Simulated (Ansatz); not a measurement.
Nudged elastic band run: BBrH4Se

Input:

```yaml
crystal:
  periodic: [false, false, false]
  atoms:
    - { symbol: B, position_ang: [-0.911082, -1.240713, 0.351681] }
    - { symbol: Br, position_ang: [-1.28018, -0.397114, 2.039522] }
    - { symbol: H, position_ang: [-1.589774, -0.942908, -0.578983] }
    - { symbol: H, position_ang: [-0.060652, -2.071611, 0.316897] }
    - { symbol: H, position_ang: [1.712837, 1.627206, 0.310071] }
    - { symbol: Se, position_ang: [1.5527, 1.019155, -1.00239] }
    - { symbol: H, position_ang: [0.57615, 2.005985, -1.436799] }
basis:
  gaussian: { orbitals: def2-SVP }
hamiltonian:
  xc: hf
neb:
  order_check: false
  images: 9
  f_tol: 0.03
  max_iterations: 60
  final_atoms:
    - { symbol: B, position_ang: [-0.30633802, -1.07441599, -0.84711611] }
    - { symbol: Br, position_ang: [-0.13314274, 1.28407655, 3.19946257] }
    - { symbol: H, position_ang: [-1.43278322, -0.88365994, -1.18667582] }
    - { symbol: H, position_ang: [0.05400457, -2.09442221, -0.34391774] }
    - { symbol: H, position_ang: [0.5605185, 1.18082862, 1.97704316] }
    - { symbol: Se, position_ang: [1.04392126, 0.27938077, -1.09525941] }
    - { symbol: H, position_ang: [0.21381866, 1.3082122, -1.70353766] }
  initial_path:
    images:
      - { positions_ang: [[-0.911082, -1.240713, 0.351681], [-1.28018, -0.397114, 2.039522], [-1.589774, -0.942908, -0.578983], [-0.060652, -2.071611, 0.316897], [1.712837, 1.627206, 0.310071], [1.5527, 1.019155, -1.00239], [0.57615, 2.005985, -1.436799]] }
      - { positions_ang: [[-0.78285253, -1.12966061, 0.28420102], [-1.20531516, -0.29673774, 2.06583527], [-1.51776447, -0.86546212, -0.5898143], [0.00285784, -1.99894777, 0.29506937], [1.42338492, 1.37103956, 0.3633954], [1.51713312, 0.95144533, -1.01041094], [0.56255527, 1.96832335, -1.40827683]] }
      - { positions_ang: [[-0.65462305, -1.01860821, 0.21672104], [-1.13045032, -0.19636149, 2.09214855], [-1.44575494, -0.78801624, -0.6006456], [0.06636768, -1.92628455, 0.27324175], [1.13393284, 1.11487313, 0.4167198], [1.48156625, 0.88373566, -1.01843188], [0.54896054, 1.9306617, -1.37975465]] }
      - { positions_ang: [[-0.52639358, -0.90755582, 0.14924106], [-1.05558548, -0.09598523, 2.11846182], [-1.37374541, -0.71057037, -0.61147691], [0.12987752, -1.85362132, 0.25141412], [0.84448076, 0.85870669, 0.4700442], [1.44599937, 0.81602599, -1.02645282], [0.53536581, 1.89300006, -1.35123248]] }
      - { positions_ang: [[-0.3981641, -0.79650343, 0.08176108], [-0.98072064, 0.00439103, 2.1447751], [-1.30173588, -0.63312449, -0.62230821], [0.19338736, -1.78095809, 0.2295865], [0.55502868, 0.60254026, 0.5233686], [1.41043249, 0.74831632, -1.03447376], [0.52177109, 1.85533841, -1.3227103]] }
      - { positions_ang: [[-0.26993463, -0.68545103, 0.0142811], [-0.9058558, 0.10476728, 2.17108837], [-1.22972635, -0.55567861, -0.63313951], [0.2568972, -1.70829487, 0.20775887], [0.2655766, 0.34637382, 0.576693], [1.37486562, 0.68060665, -1.0424947], [0.50817636, 1.81767676, -1.29418813]] }
      - { positions_ang: [[-0.27721531, -0.76324403, -0.15799834], [-0.75131319, 0.34062914, 2.37676321], [-1.27033773, -0.62127488, -0.74384677], [0.21631867, -1.78552034, 0.09742355], [0.32456498, 0.51326478, 0.85676303], [1.30867674, 0.60036147, -1.05304764], [0.44930482, 1.71578385, -1.37605804]] }
      - { positions_ang: [[-0.28449599, -0.84103702, -0.33027778], [-0.59677057, 0.57649099, 2.58243805], [-1.3109491, -0.68687114, -0.85455403], [0.17574015, -1.86274581, -0.01291177], [0.38355336, 0.68015574, 1.13683306], [1.24248787, 0.5201163, -1.06360058], [0.39043328, 1.61389093, -1.45792794]] }
      - { positions_ang: [[-0.29177667, -0.91883001, -0.50255722], [-0.44222796, 0.81235284, 2.78811289], [-1.35156047, -0.75246741, -0.96526129], [0.13516162, -1.93997128, -0.1232471], [0.44254174, 0.8470467, 1.4169031], [1.176299, 0.43987112, -1.07415353], [0.33156174, 1.51199802, -1.53979785]] }
      - { positions_ang: [[-0.29905734, -0.996623, -0.67483666], [-0.28768535, 1.0482147, 2.99378773], [-1.39217185, -0.81806367, -1.07596855], [0.09458309, -2.01719674, -0.23358242], [0.50153012, 1.01393766, 1.69697313], [1.11011013, 0.35962595, -1.08470647], [0.2726902, 1.41010511, -1.62166775]] }
      - { positions_ang: [[-0.30633802, -1.07441599, -0.84711611], [-0.13314274, 1.28407655, 3.19946257], [-1.43278322, -0.88365994, -1.18667582], [0.05400457, -2.09442221, -0.34391774], [0.5605185, 1.18082862, 1.97704316], [1.04392126, 0.27938077, -1.09525941], [0.21381866, 1.3082122, -1.70353766]] }
```

Run as:

```bash
$ ansatz run input.yaml --threads 2 --pin off --max-ram 3072MiB --backend cpu --events-out ev --progress --plain --runs-dir out
```

Output, in part (warnings, iteration lines, the closing report on the highest movable image, with atoms numbered from 0):

```
NEB end point (image 0): max|allowed force component| = 2.898e-2 eV/Å (the criterion of neb.relax_end_points is 1.000e-2)
NEB end point (image 10): max|allowed force component| = 3.273e-3 eV/Å (the criterion of neb.relax_end_points is 1.000e-2)
NEB iter   1: max|band force component| = 3.563e0 eV/Å  barrier→ = 2.5922 eV  barrier← = 2.5287 eV  Δτ_max = 0.2000 Å  (376 SCF iters)
NEB iter   2: max|band force component| = 1.820e0 eV/Å  barrier→ = 1.9416 eV  barrier← = 1.8781 eV  Δτ_max = 0.2000 Å  (294 SCF iters)
NEB iter   3: max|band force component| = 4.373e0 eV/Å  barrier→ = 1.8810 eV  barrier← = 1.8175 eV  Δτ_max = 0.1000 Å  (297 SCF iters)
NEB iter   4: max|band force component| = 8.945e-1 eV/Å  barrier→ = 1.7357 eV  barrier← = 1.6722 eV  Δτ_max = 0.1935 Å  (293 SCF iters)
NEB iter   5: max|band force component| = 8.057e-1 eV/Å  barrier→ = 1.4890 eV  barrier← = 1.4255 eV  Δτ_max = 0.1960 Å  (287 SCF iters)
NEB iter   6: max|band force component| = 1.028e0 eV/Å  barrier→ = 1.2582 eV  barrier← = 1.1948 eV  Δτ_max = 0.1004 Å  (292 SCF iters)
NEB iter   7: max|band force component| = 8.937e-1 eV/Å  barrier→ = 1.2172 eV  barrier← = 1.1537 eV  CI = image 5  Δτ_max = 0.1896 Å  (291 SCF iters)
NEB iter   8: max|band force component| = 6.772e-1 eV/Å  barrier→ = 1.4799 eV  barrier← = 1.4164 eV  CI = image 5  Δτ_max = 0.0926 Å  (292 SCF iters)
NEB iter   9: max|band force component| = 4.682e-1 eV/Å  barrier→ = 1.4376 eV  barrier← = 1.3741 eV  CI = image 5  Δτ_max = 0.0937 Å  (287 SCF iters)
NEB iter  10: max|band force component| = 2.599e-1 eV/Å  barrier→ = 1.4312 eV  barrier← = 1.3678 eV  CI = image 5  Δτ_max = 0.0836 Å  (288 SCF iters)
NEB iter  11: max|band force component| = 2.755e-1 eV/Å  barrier→ = 1.4318 eV  barrier← = 1.3683 eV  CI = image 5  Δτ_max = 0.0416 Å  (267 SCF iters)
NEB iter  12: max|band force component| = 1.381e-1 eV/Å  barrier→ = 1.4304 eV  barrier← = 1.3669 eV  CI = image 5  Δτ_max = 0.0310 Å  (271 SCF iters)
NEB iter  13: max|band force component| = 8.629e-2 eV/Å  barrier→ = 1.4294 eV  barrier← = 1.3659 eV  CI = image 5  Δτ_max = 0.0180 Å  (269 SCF iters)
NEB iter  14: max|band force component| = 3.743e-2 eV/Å  barrier→ = 1.4292 eV  barrier← = 1.3657 eV  CI = image 5  Δτ_max = 0.0111 Å  (252 SCF iters)
NEB iter  15: max|band force component| = 2.386e-2 eV/Å  barrier→ = 1.4291 eV  barrier← = 1.3656 eV  CI = image 5  Δτ_max = 0.0000 Å  (539 SCF iters)
Total energy: -136018.85606803 eV, -4998.6007636081 hartree
Atom 0 at    -0.291459    -0.784142    -0.204164 Å, force    -0.014903    -0.018675    -0.001893 eV/Å
Atom 1 at    -0.710962     0.179556     1.909758 Å, force     0.001556     0.001390    -0.002444 eV/Å
Atom 2 at    -1.305614    -0.648848    -0.809786 Å, force     0.011781     0.007181     0.005991 eV/Å
Atom 3 at     0.189550    -1.834151     0.080099 Å, force     0.002312     0.006918    -0.000441 eV/Å
Atom 4 at     0.549794     0.836974     0.944760 Å, force    -0.003716    -0.001080     0.006094 eV/Å
Atom 5 at     1.208225     0.613566    -0.663399 Å, force    -0.003945     0.010068    -0.009472 eV/Å
Atom 6 at     0.360464     1.637045    -1.257268 Å, force     0.006915    -0.005803     0.002165 eV/Å
Dipole moment:     0.194022     0.223978    -0.379079 e Å
```

The forces met the threshold. A vibrational analysis at the climbing image gives one clearly imaginary mode, 1394i cm⁻¹: a first-order saddle point. The orbitals stay closed-shell, which can raise the energy where a bond breaks towards radicals; this wasn't checked here.

Final band (atoms are numbered from 1 in the order of the input):

```json
{"image": "0", "path coordinate (Å)": "0.00", "energy (eV)": "0.00", "B1–Br2 (Å)": "1.92", "H5–Se6 (Å)": "1.46", "B1–Se6 (Å)": "3.61"}
{"image": "1", "path coordinate (Å)": "0.48", "energy (eV)": "0.01", "B1–Br2 (Å)": "1.93", "H5–Se6 (Å)": "1.45", "B1–Se6 (Å)": "3.34"}
{"image": "2", "path coordinate (Å)": "0.95", "energy (eV)": "0.07", "B1–Br2 (Å)": "1.95", "H5–Se6 (Å)": "1.45", "B1–Se6 (Å)": "2.93"}
{"image": "3", "path coordinate (Å)": "1.43", "energy (eV)": "0.23", "B1–Br2 (Å)": "2.00", "H5–Se6 (Å)": "1.45", "B1–Se6 (Å)": "2.46"}
{"image": "4", "path coordinate (Å)": "1.90", "energy (eV)": "0.68", "B1–Br2 (Å)": "2.11", "H5–Se6 (Å)": "1.48", "B1–Se6 (Å)": "2.25"}
{"image": "5", "path coordinate (Å)": "2.38", "energy (eV)": "1.43", "B1–Br2 (Å)": "2.36", "H5–Se6 (Å)": "1.75", "B1–Se6 (Å)": "2.10"}
{"image": "6", "path coordinate (Å)": "2.92", "energy (eV)": "0.60", "B1–Br2 (Å)": "2.82", "H5–Se6 (Å)": "2.29", "B1–Se6 (Å)": "1.99"}
{"image": "7", "path coordinate (Å)": "3.46", "energy (eV)": "0.20", "B1–Br2 (Å)": "3.31", "H5–Se6 (Å)": "2.73", "B1–Se6 (Å)": "1.94"}
{"image": "8", "path coordinate (Å)": "4.01", "energy (eV)": "0.09", "B1–Br2 (Å)": "3.77", "H5–Se6 (Å)": "3.11", "B1–Se6 (Å)": "1.93"}
{"image": "9", "path coordinate (Å)": "4.55", "energy (eV)": "0.07", "B1–Br2 (Å)": "4.24", "H5–Se6 (Å)": "3.30", "B1–Se6 (Å)": "1.93"}
{"image": "10", "path coordinate (Å)": "5.09", "energy (eV)": "0.06", "B1–Br2 (Å)": "4.69", "H5–Se6 (Å)": "3.24", "B1–Se6 (Å)": "1.93"}
```

The run took 3.2 min on 2 threads of Arm Neoverse V1 (shared host), peak memory 0.22 GiB.
